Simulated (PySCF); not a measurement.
# `C[C@H]1[GeH2][CH2]C[C@H]1F`, C$_{5}$H$_{11}$FGe

Geometry:
```json
{"atom": "C1", "x (Å)": "2.279", "y (Å)": "0.199", "z (Å)": "0.011"}
{"atom": "C2", "x (Å)": "0.841", "y (Å)": "-0.102", "z (Å)": "0.401"}
{"atom": "Ge3", "x (Å)": "-0.426", "y (Å)": "1.435", "z (Å)": "0.456"}
{"atom": "C4", "x (Å)": "-1.955", "y (Å)": "0.301", "z (Å)": "-0.113"}
{"atom": "C5", "x (Å)": "-1.347", "y (Å)": "-1.100", "z (Å)": "-0.241"}
{"atom": "C6", "x (Å)": "0.119", "y (Å)": "-0.955", "z (Å)": "-0.632"}
{"atom": "F7", "x (Å)": "0.159", "y (Å)": "-0.254", "z (Å)": "-1.834"}
{"atom": "H8", "x (Å)": "2.306", "y (Å)": "0.711", "z (Å)": "-0.949"}
{"atom": "H9", "x (Å)": "2.861", "y (Å)": "-0.719", "z (Å)": "-0.070"}
{"atom": "H10", "x (Å)": "2.745", "y (Å)": "0.841", "z (Å)": "0.755"}
{"atom": "H11", "x (Å)": "0.826", "y (Å)": "-0.643", "z (Å)": "1.351"}
{"atom": "H12", "x (Å)": "-0.063", "y (Å)": "2.516", "z (Å)": "-0.519"}
{"atom": "H13", "x (Å)": "-0.571", "y (Å)": "2.081", "z (Å)": "1.811"}
{"atom": "H14", "x (Å)": "-2.796", "y (Å)": "0.303", "z (Å)": "0.577"}
{"atom": "H15", "x (Å)": "-2.323", "y (Å)": "0.634", "z (Å)": "-1.082"}
{"atom": "H16", "x (Å)": "-1.388", "y (Å)": "-1.630", "z (Å)": "0.712"}
{"atom": "H17", "x (Å)": "-1.879", "y (Å)": "-1.694", "z (Å)": "-0.986"}
{"atom": "H18", "x (Å)": "0.602", "y (Å)": "-1.920", "z (Å)": "-0.824"}
```

Computed with TDDFT B3LYP/def2-SVPD circular dichroism and optical rotation, one conformer, gas phase in PySCF 2.14.0. Geometry: GFN2-xTB.

The calculation is non-relativistic, which matters for the atoms heavier than Zn. States above about 7.5 eV (minus the energy of the highest occupied orbital) lie near or above the ionisation threshold and depend on the basis.

(1) Draw the ECD and absorption spectra from the lowest 12 states, each a Gaussian of half-width 0.25 eV at 1/e height.

Results:

(1) 
| E (eV) | λ (nm) | Δε (L mol⁻¹ cm⁻¹) | ε (L mol⁻¹ cm⁻¹) |
| --- | --- | --- | --- |
| 6.35 | 195 | +0.02 | 3.72 |
| 6.45 | 192 | +0.10 | 19.4 |
| 6.55 | 189 | +0.28 | 80.8 |
| 6.65 | 187 | +0.55 | 272 |
| 6.75 | 184 | +0.64 | 729 |
| 6.85 | 181 | +0.20 | 1510 |
| 6.95 | 178 | -0.65 | 2390 |
| 7.05 | 176 | -1.01 | 2870 |
| 7.15 | 173 | +0.29 | 2810 |
| 7.25 | 171 | +3.59 | 2870 |
| 7.35 | 169 | +7.27 | 4110 |
| 7.45 | 166 | +8.60 | 7120 |
| 7.55 | 164 | +8.03 | 11500 |
| 7.65 | 162 | +10.73 | 15400 |
| 7.75 | 160 | +19.19 | 16600 |
| 7.85 | 158 | +28.06 | 14300 |
| 7.95 | 156 | +30.77 | 10400 |
| 8.05 | 154 | +25.45 | 7460 |
| 8.15 | 152 | +13.46 | 6240 |

Δε uses R in velocity form, ε uses f in length form. Only the states computed contribute, so the short-wavelength end is incomplete.
